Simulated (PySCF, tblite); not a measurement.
Compound: CH9O2PSi3 (charge -1 and doublet state).
SMILES with atom numbers: `[O-:1][CH:2][O:3][SiH2:4][P:5]([SiH3:6])[SiH3:7]` (hydrogens: H8 on C2; H9, H10 on Si4; H11, H12, H13 on Si6; H14, H15, H16 on Si7)

Structure used (GFN2-xTB), in Å, numbered top down from 1:
```xyz
16
CH9O2PSi3 angstrom
O      4.6530   -0.0238    0.4676
C      3.6422   -0.3394   -0.1308
O      2.6163    0.4022   -0.3320
Si     0.9879   -0.0201   -0.7750
P     -1.3927   -0.2732   -0.7723
Si    -2.0138    1.7373   -0.1675
Si    -1.8116   -1.3856    1.0702
H      3.5447   -1.3675   -0.5633
H      1.2411   -1.3628   -1.3483
H      0.9678    0.9941   -1.8453
H     -1.1198    2.4543    0.7503
H     -2.1620    2.5489   -1.3787
H     -3.3298    1.6912    0.4852
H     -1.9017   -2.8103    0.7334
H     -0.8228   -1.2441    2.1487
H     -3.1061   -0.9924    1.6464
```

Jobs on this species (16 atoms, 89 electrons) with PySCF (density fitting) and tblite. Hardware of each: Arm Neoverse V1, one thread, no GPU, on a shared host. The host was shared with other jobs, so the times are rough.

Question: Rank these jobs by wall time, shortest first.
A. GFN2-xTB; L-BFGS relaxation
B. UKS B3LYP, pcH-1 on C H O P Si, non-relativistic, mean-field spin-orbit, GIAO; unrestricted SCF, g, hyperfine, density and orbital grids written; 305 basis functions
C. GFN2-xTB; Hessian by finite differences

Answer: C (0.8 s), A (1.9 s), B (2.1 min).

All jobs:

```
                                                           level and settings                                                               work  basis functions  SCF cycles  wall time
                                                                     GFN2-xTB                                      Hessian by finite differences                –           –      0.8 s
                                                                     GFN2-xTB                                                  L-BFGS relaxation                –           –      1.9 s
UKS B3LYP, pcH-1 on C H O P Si, non-relativistic, mean-field spin-orbit, GIAO  unrestricted SCF, g, hyperfine, density and orbital grids written              305          13    2.1 min
```

Q: What do all jobs in the table cost together?

A: About 2.1 min; the longest takes about 98 % of that, and about 160 times as long as the shortest.
